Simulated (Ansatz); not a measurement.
System: C₂H₂Cl₄, net charge 0, singlet state. SMILES: ClC(Cl)C(Cl)Cl
Geometry from a B3LYP-D3(BJ)/def2-TZVP (Ansatz, an electronic-structure program) optimisation:
```
C
H 1 1.0846
C 1 1.5294 2 110.81
H 3 1.0846 1 110.81 2 180.00
Cl 3 1.7847 4 107.79 1 120.88
Cl 1 1.7847 2 107.79 3 -120.88
Cl 3 1.7847 4 107.79 1 -120.88
Cl 1 1.7847 2 107.79 3 120.88
```

Parts of the frozen-core correlation energy in cc-pV(T+d)Z (Ansatz, hartree). Frozen orbitals: 22; correlated occupied orbitals by spin: 19 and 19; virtual: 203 and 203. No spin-orbit coupling. Non-relativistic.

| term | value |
|---|---|
| reference (HF) | -1914.98731 |
| MP2 opposite-spin | -0.81800 |
| MP2 same-spin | -0.27946 |
| CCSD correlation | -1.16189 |
| (T) | -0.05481 |
| T1 diagnostic | 0.010 |
| largest doubles amplitude | 0.026 |
